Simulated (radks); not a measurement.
Question: Species: Zn V. Configuration: [Ar] 3d8 (the NIST ground configuration). All-electron calculation, scalar-relativistic Kohn-Sham, SCAN, spin-polarised, spherical densities, finite nucleus; open shells are filled with parallel spins first; meta-GGA in the generalised Kohn-Sham scheme; Fermi nuclear charge, rms radius 3.9283 fm. Program: a radial shooting solver on a logarithmic mesh with Libxc functionals. Some entries of the table are withheld. Estimate them.

orbital  occ.  eigenvalue (eV)  <r> (bohr)  <r^2> (bohr^2)
1s up       1        -9622.154     0.05032        0.003407
1s down     1        -9622.144     0.05032        0.003407
2s up       1        -1239.256      0.2259         0.06025
2s down     1        -1237.223      0.2257         0.06011
2p up       3              (1)      0.1983         0.04825
2p down     3              (2)      0.1981         0.04811
3s up       1        -201.0164      0.6703          0.5170
3s down     1        -197.5835      0.6723          0.5202
3p up       3        -152.9264      0.6949          0.5661
3p down     3        -149.5003      0.6981          0.5715
3d up       5              (3)      0.7655          0.7302
3d down     3              (4)      0.7780          0.7572

Answer: 
(1) 2p up eigenvalue (eV): -1081.075
(2) 2p down eigenvalue (eV): -1079.563
(3) 3d up eigenvalue (eV): -75.2142
(4) 3d down eigenvalue (eV): -71.7842
